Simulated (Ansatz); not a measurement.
Reaction (formal loss of a carbene): `C[O][Mo](=[O])(=[O])[OH]` → `[CH2]` (triplet) + `[O]=[Mo](=[O])([OH])[OH]`

Program: Ansatz. Geometries: PBE0-D4/def2-TZVP. ΔE: electronic, gas phase. CCSD(T)/CBS adds triple-zeta CCSD(T) − MP2 to the extrapolated MP2 energy (def2 sets, frozen cores). This one scheme is used for every species. Functionals use def2-TZVPP. B3LYP here is the variant with VWN-RPA as its local correlation; programs differ in this. HSE06 is defined as in plane-wave codes. Triplets are unrestricted, without spin–orbit coupling. def2 core potentials past Kr. For Mo outer-core shells are correlated without core-valence functions, which leaves a few kJ/mol of doubt a bond. Each species was taken in one conformer, which may not be the lowest.

(1) Is it downhill or uphill in electronic energy at CCSD(T)/CBS, and by how much? (An estimate is asked.)

(2) What do these levels give: LDA (SPW92), B3LYP-D4, r2SCAN0-D4, HSE06-D4, PBE-QIDH, r2SCAN, r2SCANh, CAM-B3LYP, CCSD/def2-TZVPP, HF/def2-QZVPP, SCS-MP2/def2-QZVPP, MP2/CBS(def2)? (An estimate is asked.)

Largest T1 diagnostic among the species: 0.025, so the coupled-cluster value is less sure than usual.

Answers

(1) Computed: Uphill: ΔE = +390.8 kJ/mol.

(2) The calculation gave: LDA (SPW92) 464.1, B3LYP-D4 390.8, r2SCAN0-D4 364.4, HSE06-D4 389.6, PBE-QIDH 386.4, r2SCAN 369.0, r2SCANh 366.2, CAM-B3LYP 388.2, CCSD/def2-TZVPP 369.9, HF/def2-QZVPP 252.7, SCS-MP2/def2-QZVPP 402.4, MP2/CBS(def2) 400.6 kJ/mol.

Leaving LDA and LC-ωPBE aside and taking each functional with its dispersion term where it has one, the values, not all of them listed here, spread over 39.5 kJ/mol, from r2SCAN0-D4 to ωB97X-V. LDA lies +69.9 kJ/mol from PBE without D4. From BLYP to BHLYP (50 % exact exchange), in def2-TZVPP and without D4, ΔE moves by −9.8 kJ/mol.
